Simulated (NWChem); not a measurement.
Everything below was run with NWChem. System: C4H4N, charge 1, spin multiplicity 1, at the geometry of a parent with another charge or spin, in a state set for the comparison that need not be this species' ground state. Level: B2PLYP/def2-SVPD, 5 core orbitals frozen.

Output (cleaned and shortened):

```
             Northwest Computational Chemistry Package (NWChem) 7.3.0
             --------------------------------------------------------

                                NWChem Input Module
                                -------------------

 Scaling coordinates for geometry "geometry" by  1.889725989
 (inverse scale =  0.529177249)

 Turning off AUTOSYM since
 SYMMETRY directive was detected!

                             Geometry "geometry" -> ""
                             -------------------------

 Output coordinates in angstroms (scale by  1.889725989 to convert to a.u.)

  No.       Tag          Charge          X              Y              Z
 ---- ---------------- ---------- -------------- -------------- --------------
    1 C                    6.0000     0.68086100     0.00000000     0.98227400
    2 C                    6.0000     1.05879700     0.00000000    -0.42594000
    3 N                    7.0000     0.00000000     0.00000000    -1.24314900
    4 C                    6.0000    -1.05879700     0.00000000    -0.42594000
    5 C                    6.0000    -0.68086100     0.00000000     0.98227400
    6 H                    1.0000     1.35861000     0.00000000     1.83502400
    7 H                    1.0000     2.07853300     0.00000000    -0.82200500
    8 H                    1.0000    -2.07853300     0.00000000    -0.82200500
    9 H                    1.0000    -1.35861000     0.00000000     1.83502400

 Effective nuclear repulsion energy (a.u.)     151.0468668165

            Nuclear Dipole moment (a.u.)
            ----------------------------
        X                 Y               Z
 ---------------- ---------------- ----------------
    -0.0000000000     0.0000000000     0.0000056692

      Symmetry information
      --------------------

 Group name             C2v
 Group number             16
 Group order               4
 No. of unique centers     5

      Symmetry unique atoms

     1    2    3    6    7


 Summary of "ao basis" -> "" (spherical)
 ------------------------------------------------------------------------------
       Tag                 Description            Shells   Functions and Types
 ---------------- ------------------------------  ------  ---------------------
 *                         def2-svpd                  on all atoms

  dft_input: which_mp2 not specified, using semidirect MP2 by default.

                                 NWChem DFT Module
                                 -----------------

 Summary of "ao basis" -> "ao basis" (spherical)
 ------------------------------------------------------------------------------
       Tag                 Description            Shells   Functions and Types
 ---------------- ------------------------------  ------  ---------------------
 C                         def2-svpd                 8       20   4s2p2d
 N                         def2-svpd                 8       20   4s2p2d
 H                         def2-svpd                 4        8   2s2p

 Summary of "ao basis" -> "ao basis" (spherical)
 ------------------------------------------------------------------------------
       Tag                 Description            Shells   Functions and Types
 ---------------- ------------------------------  ------  ---------------------
 C                         def2-svpd                 8       20   4s2p2d
 N                         def2-svpd                 8       20   4s2p2d
 H                         def2-svpd                 4        8   2s2p

      Symmetry analysis of basis
      --------------------------

        a1         50
        a2         18
        b1         44
        b2         20

            General Information
            -------------------
          SCF calculation type: DFT
          Wavefunction type:  closed shell.
          No. of atoms     :     9
          No. of electrons :    34
           Alpha electrons :    17
            Beta electrons :    17
          Charge           :     1
          Spin multiplicity:     1
          Use of symmetry is: on ; symmetry adaption is: on
          Maximum number of iterations: 100
          AO basis - number of functions:   132
                     number of shells:    56
[...]
              MO Center= -1.6D-15, -2.5D-15, -3.6D-01, r^2= 1.9D+00
   Bfn.  Coefficient  Atom+Function         Bfn.  Coefficient  Atom+Function
  ----- ------------  ---------------      ----- ------------  ---------------
    46      0.329657  3 N  py                26     -0.262294  2 C  py
    66     -0.262294  4 C  py                49     -0.232786  3 N  py
     6     -0.188671  1 C  py                86     -0.188671  5 C  py
     9     -0.102576  1 C  py                89     -0.102576  5 C  py
    29     -0.089420  2 C  py                69     -0.089420  4 C  py

 Vector   16  Occ=2.000000D+00  E=-5.877084D-01  Symmetry=a1
              MO Center=  4.4D-16,  2.7D-15, -1.2D+00, r^2= 1.6D+00
   Bfn.  Coefficient  Atom+Function         Bfn.  Coefficient  Atom+Function
  ----- ------------  ---------------      ----- ------------  ---------------
    47      0.506456  3 N  pz                44      0.437870  3 N  s
    43      0.391581  3 N  s                 50     -0.292042  3 N  pz
    42      0.246303  3 N  s                 23     -0.188889  2 C  s
    63     -0.188889  4 C  s                 27      0.164480  2 C  pz
    67      0.164480  4 C  pz               110     -0.153723  7 H  s

 Vector   17  Occ=2.000000D+00  E=-5.458283D-01  Symmetry=b2
              MO Center=  9.7D-16, -2.8D-16,  3.1D-01, r^2= 2.3D+00
   Bfn.  Coefficient  Atom+Function         Bfn.  Coefficient  Atom+Function
  ----- ------------  ---------------      ----- ------------  ---------------
     6      0.357287  1 C  py                86      0.357287  5 C  py
    46      0.336878  3 N  py                49     -0.250116  3 N  py
     9      0.223841  1 C  py                89      0.223841  5 C  py
    26     -0.073794  2 C  py                66     -0.073794  4 C  py
    29     -0.047200  2 C  py                69     -0.047200  4 C  py

 Vector   18  Occ=0.000000D+00  E=-3.695906D-01  Symmetry=a2
              MO Center=  1.2D-14,  3.3D-15, -1.2D-01, r^2= 2.5D+00
   Bfn.  Coefficient  Atom+Function         Bfn.  Coefficient  Atom+Function
  ----- ------------  ---------------      ----- ------------  ---------------
    26      0.394409  2 C  py                66     -0.394409  4 C  py
    29      0.274592  2 C  py                69     -0.274592  4 C  py
     6      0.191902  1 C  py                86     -0.191902  5 C  py
     9      0.145617  1 C  py                89     -0.145617  5 C  py
   115      0.032852  7 H  py               123     -0.032852  8 H  py

 Vector   19  Occ=0.000000D+00  E=-1.376806D-01  Symmetry=b2
              MO Center=  9.6D-14,  2.1D-15, -4.7D-01, r^2= 3.0D+00
   Bfn.  Coefficient  Atom+Function         Bfn.  Coefficient  Atom+Function
  ----- ------------  ---------------      ----- ------------  ---------------
    49     -0.421840  3 N  py                46      0.417983  3 N  py
    29      0.358403  2 C  py                69      0.358403  4 C  py
    26      0.336468  2 C  py                66      0.336468  4 C  py
     9     -0.179005  1 C  py                89     -0.179005  5 C  py
     6     -0.137502  1 C  py                86     -0.137502  5 C  py

 Vector   20  Occ=0.000000D+00  E=-1.236508D-01  Symmetry=a2
              MO Center= -1.1D-13,  1.0D-16,  6.7D-01, r^2= 3.1D+00
   Bfn.  Coefficient  Atom+Function         Bfn.  Coefficient  Atom+Function
  ----- ------------  ---------------      ----- ------------  ---------------
     9      0.467052  1 C  py                89     -0.467052  5 C  py
     6      0.390315  1 C  py                86     -0.390315  5 C  py
    29     -0.320085  2 C  py                69      0.320085  4 C  py
    26     -0.235098  2 C  py                66      0.235098  4 C  py
   107      0.194845  6 H  py               131     -0.194845  9 H  py

 center of mass
 --------------
 x =   0.00000000 y =   0.00000000 z =  -0.05763511

 moments of inertia (a.u.)
 ------------------
         204.405454465167           0.000000000000           0.000000000000
           0.000000000000         384.600244900686           0.000000000000
           0.000000000000           0.000000000000         180.194790435520

     Multipole analysis of the density
     ---------------------------------

     L   x y z        total         alpha         beta         nuclear
     -   - - -        -----         -----         ----         -------
     0   0 0 0      1.000000    -17.000000    -17.000000     35.000000

     1   1 0 0     -0.000000     -0.000000     -0.000000     -0.000000
     1   0 1 0     -0.000000     -0.000000     -0.000000      0.000000
     1   0 0 1      0.780151      0.390072      0.390072      0.000006

     2   2 0 0     -9.094016    -60.519361    -60.519361    111.944705
     2   1 1 0      0.000000      0.000000      0.000000      0.000000
     2   1 0 1      0.000000      0.000000      0.000000      0.000000
     2   0 2 0    -20.460648    -10.230324    -10.230324      0.000000
     2   0 1 1      0.000000      0.000000      0.000000      0.000000
     2   0 0 2    -18.397928    -67.513358    -67.513358    116.628788

                   NWChem MP2 Semi-direct Energy/Gradient Module
                   ---------------------------------------------

  Basis functions       =    132
  Molecular orbitals    =    132
  Frozen core           =      5
  Frozen virtuals       =      0
  Active alpha occupied =     12
  Active beta occupied  =     12
  Active alpha virtual  =    115
  Active beta virtual   =    115
  Use MO symmetry       = T
  Use skeleton AO sym   = T

  AO/Fock/Back tols     =   1.0D-09  1.0D-09  1.0D-09

 GA uses MA = F    GA memory limited = T

 Available:
  local mem=  4.43D+07
 global mem=  1.44D+08
 local disk=  0.00D+00
  mp2_memr nvloc                   115
  nvloc new                   115
   1 passes of  12:        3145728                      70734                  40995704.
   1 passes of  12: M     44283809           G      144144352           F      41138081.

 Semi-direct pass number   1 of   1  for RHF alpha+beta  at        3.1s
  vrange nnbf                  8731
  mp2_eaftype                   156  avail_ma_in_mb                   385
 EAF : mp2_eaftype filesize         156   20497852.
  mp2_eaf for mointskh                    156
Node 0 wrote     96.4 Mb in      0.1 s     Agg I/O rate:  1707.3 Mb/s
 Done moints_semi at        7.3s
  mp2_eaftype                   156  avail_ma_in_mb                   385
 EAF : mp2_eaftype filesize         156   20497852.
  mp2_eaf for kh                   156
 Done maket at        7.5s
 Done multipass loop at        7.5s

          -------------------------------------------
          DFT energy                    -208.587534091419
          Unscaled MP2 energy             -0.816710522392
          Total DFT+MP2 energy          -208.808045932465
          -------------------------------------------

 -----------------------
 Performance information
 -----------------------

 Timer overhead =  9.62D-08 seconds/call

               Nr. of calls         CPU time (s)                 Wall time (s)                GFlops
             ---------------    -------------------     ------------------------------   -------------------
Name         Min   Avg   Max    Min     Avg     Max     Min     Avg     Max   Mx/calls   Min     Max     Sum
mp2: moin     1     1     1    4.1     4.1     4.1      4.1     4.1     4.1     4.1      0.0     0.0     0.0
mp2: make     1     1     1   0.22    0.22    0.22     0.22    0.22    0.22    0.22      0.0     0.0     0.0
mp2: tota     1     1     1    4.4     4.4     4.4      4.4     4.4     4.4     4.4      0.0     0.0     0.0

 The average no. of pstat calls per process was 3.00D+00
 with a timing overhead of 2.89D-07s

 Task  times  cpu:        7.5s     wall:        7.5s

 Total times  cpu:        7.5s     wall:        7.5s
```

Write an NWChem input that would produce this output.

One answer among several that fit: 
```
start mol
memory heap 200 mb stack 900 mb global 1100 mb
charge 1
geometry units angstroms nocenter noautoz
  C      0.680861     0.000000     0.982274
  C      1.058797     0.000000    -0.425940
  N      0.000000     0.000000    -1.243149
  C     -1.058797     0.000000    -0.425940
  C     -0.680861     0.000000     0.982274
  H      1.358610     0.000000     1.835024
  H      2.078533     0.000000    -0.822005
  H     -2.078533     0.000000    -0.822005
  H     -1.358610     0.000000     1.835024
  symmetry group C2v
end
basis spherical
  * library def2-svpd
end
dft
  xc hfexch 0.53 becke88 0.47 lyp 0.73 mp2 0.27
  dftmp2
  semidirect memsize 60000000 filesize 0
  iterations 100
end
mp2
  freeze core 5
end
task dft energy
```
